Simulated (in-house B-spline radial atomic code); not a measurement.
The numbers below are computed, except where a source is named.
# Sn ion on Cu atom: potential, deflection and energy transfer

The pair potential comes from two frozen, spherical free-atom densities (PBE, B-spline radial code, scalar-relativistic past argon): electrostatics plus the change in Thomas-Fermi kinetic and Dirac exchange energy where they overlap, the recipe behind the universal ZBL potential, which averages such potentials (from solid-state densities) over many pairs. It is written V = (Z1 Z2 e²/r) φ(r/a), with e² = 14.3996 eV·Å and a = 0.46850 Å/(Z1^0.23 + Z2^0.23); ZBL's fit is φ = 0.18175 e^(−3.1998x) + 0.50986 e^(−0.94229x) + 0.28022 e^(−0.4029x) + 0.02817 e^(−0.20162x). Where φ falls below 4e-4 it is continued as an exponential.

Masses 118.71 and 63.55 u.

```csv
x = r/a,"φ, this pair","φ, ZBL"
0.1,0.8883,0.8928
0.5,0.6142,0.6096
1.5,0.3039,0.2995
3,0.1336,0.1292
5,0.05379,0.05224
8,0.01717,0.01705
12,0.004574,0.00474
17,0.001166,0.001212
```

At x = 4 the electrostatic, kinetic and exchange parts are 301.18, 4266.8 and -251.33 eV. Find r, V and φ.

a = 0.46850/(2.4590 + 2.1695) = 0.10122 Å, so r = 0.40488 Å. V = 301.18 + 4266.8 + (-251.33) = 4316.65 eV. The bare repulsion is 50 × 29 × 14.3996/0.40488 = 51569 eV, so φ = 0.0837, +4.3 % against ZBL's 0.0803. The kinetic (Pauli) term is 99 % of V here.

The ion comes in at 591.6 keV with impact parameter 0.2024 Å. The scattering integral gives a centre-of-mass angle of 10.01° and a closest approach of 2.109 a. What are the reduced energy, the energy passed on and the laboratory angles?

ε = E a M2/(Z1 Z2 e² (M1 + M2)) = 591600 × 1.6903e-06 = 1. The most that one collision can pass on is γE with γ = 4 M1 M2/(M1 + M2)² = 0.9084. Here T = γE sin²(θ/2) = 0.9084 × 591600 × 0.007612 = 4091 eV. The ion turns by arctan(sin θ/(cos θ + M1/M2)) = 3.5°, and the struck atom leaves at (180° − θ)/2 = 85.0°. The closest approach is 0.213 Å. With ZBL the angle would be 9.88° and T = 3984 eV.
